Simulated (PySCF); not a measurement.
Gas-phase reaction: SnS + 3 H2S → SnH2 + 2 H2S2

Computed with PySCF and rigid-rotor harmonic-oscillator thermochemistry at 1 bar. † marks an energy on the PBE0/def2-TZVP geometry and frequencies. MP2 freezes the core. All species are closed-shell singlets. Sn: scalar-relativistic def2 core potential, no spin-orbit coupling. SnH2: computed as isolated molecules; such fragments, hydroxides, amides, oligomers or adducts are transient or little studied in the gas. MP2 isn't extrapolated to the basis-set limit.

```json
[
 {"level": "HF/def2-TZVP†", "ΔH°(298 K), kJ": "214"},
 {"level": "MP2/def2-TZVPP†", "ΔH°(298 K), kJ": "249"},
 {"level": "PBE/def2-TZVP†", "ΔH°(298 K), kJ": "?"},
 {"level": "PBE0/def2-SVP†", "ΔH°(298 K), kJ": "226"},
 {"level": "LDA/def2-TZVP†", "ΔH°(298 K), kJ": "?"},
 {"level": "ωB97M-V/def2-TZVP†", "ΔH°(298 K), kJ": "?"},
 {"level": "ωB97X-V/def2-TZVP†", "ΔH°(298 K), kJ": "190"}
]
```

Problem. Fill in the missing entries.

Solution. 
- PBE/def2-TZVP†, ΔH°(298 K), kJ: 203
- LDA/def2-TZVP†, ΔH°(298 K), kJ: 180
- ωB97M-V/def2-TZVP†, ΔH°(298 K), kJ: 195
